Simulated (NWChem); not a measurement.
CH₅BS; SMILES CBS

```xyz
8

B     -0.6077    -0.4858     0.0000
H     -1.8226    -0.5486     0.0000
C      0.2850    -1.7745     0.0000
H      0.0279    -2.4010    -0.8826
H      0.0279    -2.4010     0.8826
H      1.3789    -1.5998     0.0000
S      0.1673     1.1330     0.0000
H     -0.9603     1.8986     0.0000
```
Atoms are numbered in this order, from 1.

All runs use the structure optimised with PBE-D3(BJ)/def2-SVP.

Symmetry labels are those of Cs in the frame above (b1 and b2, or b-type labels, depend on it).

Problem. List the 4 lowest vertical singlet excitations and the 4 lowest triplet ones from CAM-B3LYP/def2-SVP, TDA (NWChem).

Solution. 
```
state  energy (eV)  oscillator strength  symmetry  leading excitation (squared amplitude)
-----  -----------  -------------------  --------  --------------------------------------
S1            6.49                0.000        a"                    HOMO−1 → LUMO (0.97)
S2            6.90                0.231        a'                      HOMO → LUMO (0.92)
S3            7.04                0.000        a"                    HOMO → LUMO+1 (0.73)
S4            7.25                0.001        a"                    HOMO−2 → LUMO (0.74)
T1            5.14       spin-forbidden        a'                      HOMO → LUMO (0.99)
T2            5.90       spin-forbidden        a"                    HOMO−1 → LUMO (0.96)
T3            6.49       spin-forbidden        a"                    HOMO → LUMO+1 (0.87)
T4            6.64       spin-forbidden        a"                    HOMO−2 → LUMO (0.89)
```
